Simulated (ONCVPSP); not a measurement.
Reading a pseudo-wave (aluminium (Al))

Columns: radius, all-electron u(r) and pseudo u(r) of the 3s shell (level -14.81 eV) of aluminium in the configuration [Ne] 3s2; PBE, scalar-relativistic, ONCV scheme, ONCVPSP 4.0.1.

```tsv
r (bohr)	all-electron	pseudo
0.108	0.1143	0.0258
0.215	-0.1179	0.0536
0.322	-0.2770	0.0849
0.430	-0.3183	0.1205
0.538	-0.2710	0.1594
0.645	-0.1737	0.2001
0.752	-0.0532	0.2421
0.860	0.0740	0.2858
0.968	0.1963	0.3317
1.075	0.3064	0.3801
1.182	0.4027	0.4318
1.290	0.4850	0.4866
1.398	0.5524	0.5413
1.505	0.6055	0.5922
1.612	0.6463	0.6360
1.720	0.6761	0.6703
1.828	0.6954	0.6931
1.935	0.7054	0.7048
2.042	0.7073	0.7072
2.150	0.7021	0.7021
2.258	0.6910	0.6910
2.365	0.6751	0.6751
2.472	0.6553	0.6553
2.580	0.6322	0.6322
2.688	0.6067	0.6067
2.795	0.5799	0.5799
```

(1) How many radial nodes do the two functions have?

(2) At about which radius was the pseudo-wave matched?

(3) Is the pseudo-wave norm-conserving?

Answers

(1) The all-electron 3s function has n − l − 1 = 2; the pseudo-wave has 0, since the states of the same l below it are removed with the core.

(2) 2.15 bohr. The columns agree to 0.0005 from 2.04 bohr on; several derivatives are matched, so the curves merge somewhat inside the radius.

(3) Yes: the ONCV scheme keeps the norm inside the radius equal to the all-electron one, which fixes the energy derivative of the logarithmic derivative at the level.
